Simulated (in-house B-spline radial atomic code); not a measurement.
Whole-atom quantities along the 43-electron series, configuration 1s2 2s2 2p6 3s2 3p6 3d10 4s2 4p6 4d3/2(4) 4d5/2(3). Breit and QED terms are first order and not part of the total energy; the density at the nucleus is averaged over the nuclear charge. Computed with a radial B-spline atomic code at the basis-set limit: Dirac-Hartree-Fock, jj configuration that fills j = l - 1/2 first, finite nuclei.

| ion | Z | E/Z² (Eh) | Σ<r²> (bohr²) | n(0)/Z³ (bohr⁻³) | Lamb diamagnetic shielding (ppm) | repulsion over attraction | Breit energy (eV) | self-energy (eV) | vacuum polarisation (eV) |
| --- | --- | --- | --- | --- | --- | --- | --- | --- | --- |
| Gd21+ | 64 | -2.7099 | 6.3658 | 2.2459 | 7303.65 | 0.1183 | 277.42 | 220.99 | -34.538 |
| Tb22+ | 65 | -2.7256 | 6.0442 | 2.3382 | 7458.81 | 0.11665 | 292.53 | 234.01 | -37.103 |
| Dy23+ | 66 | ? | ? | ? | ? | ? | ? | ? | ? |
| Ho24+ | 67 | -2.7565 | 5.4707 | 2.4944 | 7773.1 | 0.11343 | 324.5 | 261.86 | -42.707 |
| Er25+ | 68 | -2.7716 | 5.2143 | 2.5806 | 7932.44 | 0.11187 | 341.39 | 276.75 | -45.778 |
| Tm26+ | 69 | ? | ? | ? | ? | ? | ? | ? | ? |
| Yb27+ | 70 | -2.8016 | 4.7529 | 2.7718 | 8255.76 | 0.10882 | 377.04 | 308.6 | -52.515 |

Question: Fill in the row of Dy23+.

Answer: E/Z² (Eh): -2.7411; Σ<r²> (bohr²): 5.7466; n(0)/Z³ (bohr⁻³): 2.4031; Lamb diamagnetic shielding (ppm): 7615.2; repulsion over attraction: 0.11503; Breit energy (eV): 308.22; self-energy (eV): 247.62; vacuum polarisation (eV): -39.811.

Question: Fill in the row of Tm26+.

Answer: E/Z² (Eh): -2.7867; Σ<r²> (bohr²): 4.9756; n(0)/Z³ (bohr⁻³): 2.6824; Lamb diamagnetic shielding (ppm): 8093.35; repulsion over attraction: 0.11033; Breit energy (eV): 358.9; self-energy (eV): 292.32; vacuum polarisation (eV): -49.051.

Question: With what power of Z does the column «vacuum polarisation (eV)» change over this range?

Answer: A fit of the logarithm of its size against log Z from Z = 64 to 70 has slope 4.68.
